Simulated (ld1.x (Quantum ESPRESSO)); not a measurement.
# Before and after: TM potential for chlorine

```json
{
 "Element": "chlorine (Cl)",
 "Generator": "ld1.x (Quantum ESPRESSO) 7.5",
 "Type": "norm-conserving Troullier–Martins (Kleinman–Bylander form)",
 "Functional": "LDA (PZ)",
 "Relativity": "non-relativistic",
 "Frozen core": "[Ne]",
 "Valence charge": "7",
 "Reference configuration": "3s2 3p5",
 "Partial waves": "3p (bound): rc 1.40 bohr; 3s (bound): rc 1.05 bohr",
 "Local potential": "the s channel",
 "Core correction": "a·sin(br)/r model core, default radius (core density twice the valence density)"
}
```

Change: scalar-relativistic.

Cutoffs: the cutoffs (Ry, on a coarse ladder) from which the occupation-weighted sum of valence levels, in a spherical-Bessel basis at the reference potential, stays within 10 and 1 mRy of its value at 400 Ry; they do not see the model core or the augmentation charge, which bear on the density cutoff. Errors are all-electron minus pseudo energies relative to the spin-unpolarised reference configuration.

Question: How do hardness, ghosts and transferability respond?

Answer: The potential gets neither clearly harder nor softer (70 Ry and 160 Ry → 70 Ry and 160 Ry); of the 9 tests that both files solve, the error grows in 0 and shrinks in 2 by more than 15 % and 0.3 meV (median size 5.2 → 3.9 meV); neither file shows a bound ghost.

| quantity | base | changed |
| --- | --- | --- |
| cutoff, loose | 70 Ry | 70 Ry |
| cutoff, tight | 160 Ry | 160 Ry |
| bound ghosts | none | none |
| error for 3s2 3p4, meV [ΔE 13.99 → 13.97 eV] | +5.2 | +3.9 |
| error for 3s2 3p3, meV [ΔE 39.53 → 39.50 eV] | +33 | +29 |
| error for 3s2 3p2, meV [ΔE 77.93 → 77.89 eV] | +106 | +99 |
| error for 3s2 3p1, meV [ΔE 130.30 → 130.27 eV] | +256 | +245 |
| error for 3s2 3p4.5, meV [ΔE 5.64 → 5.63 eV] | +1.0 | +0.5 |
| error for 3s1 3p6, meV [ΔE 11.87 → 12.05 eV] | -0.7 | -0.9 |
| error for 3s2 3p5.3, meV [ΔE -2.18 eV] | +0.2 | +0.4 |
| error for 3s2 3p5 (spin-polarised), meV [ΔE -0.19 eV] | +3.2 | +3.2 |
| error for 3s2 3p4 (spin-polarised), meV [ΔE 13.11 → 13.09 eV] | +21 | +19 |
| s: phases at 1.55 bohr within 0.05 rad from the reference energy up to (Ry; the scan ends near 5) | 4.9 | to the end of the scan |
| p: phases at 1.55 bohr within 0.05 rad from the reference energy up to (Ry; the scan ends near 5) | to the end of the scan | to the end of the scan |
